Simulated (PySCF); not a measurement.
K⁻ (potassium, charge -1) across methods

[Ar] 4s2, closed-shell 1S. Computed with PySCF 2.14 in aug-cc-pVTZ-X2C (7s6p4d2f, 59 functions), with scalar relativity by spin-free X2C-1e.

```json
{"method": "r2SCAN", "E (hartree)": "-602.207", "mean ε 3s (eV)": "-33.193", "mean ε 3p (eV)": "-15.866", "mean ε 4s (eV)": "0.684", "Σ⟨r²⟩ (bohr²)": "130.2", "⟨S²⟩": "0.000"}
{"method": "BLYP", "E (hartree)": "-602.253", "mean ε 3s (eV)": "-31.361", "mean ε 3p (eV)": "-14.843", "mean ε 4s (eV)": "0.876", "Σ⟨r²⟩ (bohr²)": "133.0", "⟨S²⟩": "0.000"}
{"method": "UHF", "E (hartree)": "-601.46098", "mean ε 3s (eV)": "-44.526", "mean ε 3p (eV)": "-22.541", "mean ε 4s (eV)": "-0.243", "Σ⟨r²⟩ (bohr²)": "146.2", "⟨S²⟩": "0.000"}
{"method": "PBE0", "E (hartree)": "-602.080", "mean ε 3s (eV)": "-35.072", "mean ε 3p (eV)": "-17.138", "mean ε 4s (eV)": "0.388", "Σ⟨r²⟩ (bohr²)": "126.4", "⟨S²⟩": "0.000"}
{"method": "LDA", "E (hartree)": "-600.496", "mean ε 3s (eV)": "-31.391", "mean ε 3p (eV)": "-15.017", "mean ε 4s (eV)": "0.695", "Σ⟨r²⟩ (bohr²)": "126.8", "⟨S²⟩": "0.000"}
{"method": "PBE", "E (hartree)": "-602.037", "mean ε 3s (eV)": "-31.617", "mean ε 3p (eV)": "-15.063", "mean ε 4s (eV)": "0.737", "Σ⟨r²⟩ (bohr²)": "127.5", "⟨S²⟩": "0.000"}
{"method": "TPSSh", "E (hartree)": "-602.260", "mean ε 3s (eV)": "-33.699", "mean ε 3p (eV)": "-16.252", "mean ε 4s (eV)": "0.565", "Σ⟨r²⟩ (bohr²)": "128.4", "⟨S²⟩": "0.000"}
{"method": "B97-3", "E (hartree)": "-602.179", "mean ε 3s (eV)": "-35.281", "mean ε 3p (eV)": "-17.229", "mean ε 4s (eV)": "0.362", "Σ⟨r²⟩ (bohr²)": "133.8", "⟨S²⟩": "0.000"}
{"method": "M06", "E (hartree)": "-602.223", "mean ε 3s (eV)": "-34.967", "mean ε 3p (eV)": "-16.976", "mean ε 4s (eV)": "0.500", "Σ⟨r²⟩ (bohr²)": "120.4", "⟨S²⟩": "0.000"}
```

The outer electron is barely bound at this level, so radii and moments hang on the diffuse functions.

The highest occupied level is positive at r2SCAN, BLYP, PBE0, LDA, PBE, TPSSh, B97-3, M06: only the finite basis holds that electron, which in a density functional comes from self-interaction.
